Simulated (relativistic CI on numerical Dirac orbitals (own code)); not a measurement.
**Au²⁸⁺: q coefficients and field-shift factors**

Calculated at this level of theory: Dirac-Coulomb-Breit CI, separate exchange-only KLI orbitals for each configuration, derivatives by finite differences, unscaled Slater integrals, QED left out (own radial code, finite nucleus).

Configurations in the expansion (outside the closed core [Ar] 3d10 4p6 4d10): 4s2.4f5, 4s2.4f4.5s, 4s2.4f3.5s2, 4s.4f4.5s2. Levels of other configurations are missing.

With x = (α/α₀)² − 1 an excitation energy changes as ω = ω₀ + qx; K = 2q/ω₀ is the relative enhancement. Terms are leading LS components, so labels can repeat. The field-shift factor is F = δν/δ⟨r²⟩ for the transition from the lowest level.

Lowest level 4s2.4f5 6H°_5/2.

| Level | ω₀ (cm⁻¹) | q (cm⁻¹) | K | F (GHz/fm²) |
| --- | --- | --- | --- | --- |
| 4s2.4f5 6H°_7/2 | 18542.9 | 29300 | 3.16 | 1.49 |
| 4s2.4f5 6F°_5/2 | 33582.1 | 19720 | 1.17 | 1.24 |
| 4s2.4f5 6H°_9/2 | 33638.5 | 45730 | 2.72 | 2.38 |
| 4s2.4f5 6F°_3/2 | 35358.2 | 26360 | 1.49 | 1.55 |
| 4s2.4f5 6F°_1/2 | 38171.7 | 33590 | 1.76 | 1.9 |
| 4s2.4f5 6H°_11/2 | 45159.5 | 51680 | 2.29 | 2.78 |
| 4s2.4f5 6F°_7/2 | 49655.5 | 42410 | 1.71 | 2.42 |
| 4s2.4f5 6H°_13/2 | 53580.1 | 50030 | 1.87 | 2.82 |
| 4s2.4f5 4I°_15/2 | 54746.4 | 27990 | 1.02 | 1.89 |
| 4s2.4f5 6F°_9/2 | 63452.0 | 52380 | 1.65 | 3.02 |
| 4s2.4f5 6F°_5/2 | 68725.4 | 49810 | 1.45 | 2.96 |
| 4s2.4f5 4M°_15/2 | 72162.5 | 55140 | 1.53 | 3.26 |
| 4s2.4f5 6F°_11/2 | 75396.9 | 56350 | 1.49 | 3.33 |
| 4s2.4f5 4F°_3/2 | 77277.8 | 52550 | 1.36 | 3.17 |
| 4s2.4f5 4I°_9/2 | 80068.5 | 41080 | 1.03 | 2.72 |
| 4s2.4f5 4L°_13/2 | 80500.3 | 45730 | 1.14 | 2.94 |
| 4s2.4f5 4K°_11/2 | 81313.2 | 47200 | 1.16 | 3 |
| 4s2.4f5 4P°_5/2 | 85950.8 | 37940 | 0.883 | 2.64 |
| 4s2.4f5 4G°_7/2 | 88667.0 | 60010 | 1.35 | 3.64 |
| 4s2.4f5 4M°_17/2 | 89283.1 | 51620 | 1.16 | 3.32 |
| 4s2.4f5 2P°_1/2 | 94226.1 | 40590 | 0.862 | 2.85 |
| 4s2.4f5 6P°_3/2 | 100388.6 | 44420 | 0.885 | 3.09 |
| 4s2.4f5 4L°_15/2 | 101902.2 | 60020 | 1.18 | 3.82 |

At this charge energies of transitions that change n are usually good to better than 1 %, and those within a shell (Δn = 0) to a few per cent. Terms inside the open d or f shell come out 10 to 20 % too wide with unscaled integrals.
